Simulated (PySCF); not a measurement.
A species of formula C7H15NSi has this rotational fingerprint, computed with PBE0/pcSseg-1 in PySCF (dipole) on a GFN2-xTB geometry, gas phase:

| Property | Result |
| --- | --- |
| Rotational constants | A = 1774, B = 851.0, C = 685.5 MHz |
| Dipole components | \|μa\| = 0.94 D, \|μb\| = 0.26 D, \|μc\| = 0.14 D |
| Inertial defect | -141.58 u·Å² |
| κ | -0.70 |

**Question.** Which candidate fits, each taken in the one conformer that was computed?
A. `[CH2:1]=[CH:2][CH2:3][Si@H:4](/[CH:5]=[CH:6]/[CH3:7])[NH:8][CH3:9]` with C1–C2–C3–Si4 -97°, C2–C3–Si4–C5 63°, C3–Si4–C5–C6 -82°, C3–Si4–N8–C9 177°
B. `[CH3:1][C@H:2]1[CH2:3][Si@@H:4]([NH:5][CH:6]2[CH2:7][CH2:8]2)[CH2:9]1` with C3–Si4–N5–C6 -94°, Si4–N5–C6–C7 111°, C1–C2–C3–Si4 134°, C2–C3–Si4–N5 -120°, N5–C6–C7–C8 109°, C3–Si4–C9–C2 10°
C. `[CH3:1][C:2]#[C:3][C@@:4]([CH3:5])([NH:6][CH3:7])[SiH2:8][CH3:9]` with C3–C4–N6–C7 -64°, C3–C4–Si8–C9 179°
D. `[CH2:1]=[C:2]1[CH2:3][C@@H:4]([CH2:5][CH3:6])[C@H:7]1[NH:8][SiH3:9]` with C3–C4–C5–C6 -78°, C4–C7–N8–Si9 -92°, C1–C2–C3–C4 163°, C2–C3–C4–C5 -106°, C3–C4–C7–N8 -131°, C1–C2–C7–C4 -163°
E. `[H]/[N:6]=[CH:5]/[C@H:4]([CH2:3][CH2:2][CH3:1])[C@@H:7]1[CH2:8][SiH2:9]1` with C1–C2–C3–C4 64°, C2–C3–C4–C5 61°, C3–C4–C5–N6 23°, C3–C4–C7–C8 -69°

**Answer.** C. It is CC#C[C@@](C)(NC)[SiH2]C, an asymmetric top, point group C1. The candidates at the same level (rigid rotor, commonest isotopes):

```csv
SMILES,A (MHz),B (MHz),C (MHz),μa (D),μb (D),μc (D),Δ (u·Å²),point group,rotor
C=C1C[C@@H](CC)[C@H]1N[SiH3],1515,1043,678.6,0.88,0.43,0.25,-73.50,C1,asymmetric top
CC#C[C@@](C)(NC)[SiH2]C,1774,851.0,685.5,0.94,0.26,0.14,-141.58,C1,asymmetric top
[H]/N=C/[C@H](CCC)[C@@H]1C[SiH2]1,2613,748.8,688.8,0.61,0.06,1.36,-134.63,C1,near-prolate asymmetric top
C[C@H]1C[Si@@H](NC2CC2)C1,3559,596.8,579.4,0.58,0.57,0.35,-116.60,C1,near-prolate asymmetric top
C=CC[Si@H](/C=C/C)NC,1226,1134,720.9,0.60,0.71,1.07,-156.90,C1,asymmetric top
```

`C[C@H]1C[Si@@H](NC2CC2)C1` has A 101 % too high; `C=C1C[C@@H](CC)[C@H]1N[SiH3]` has B 23 % too high; `[H]/N=C/[C@H](CCC)[C@@H]1C[SiH2]1` has A 47 % too high; `C=CC[Si@H](/C=C/C)NC` has B 33 % too high. No structure here is proved a minimum.
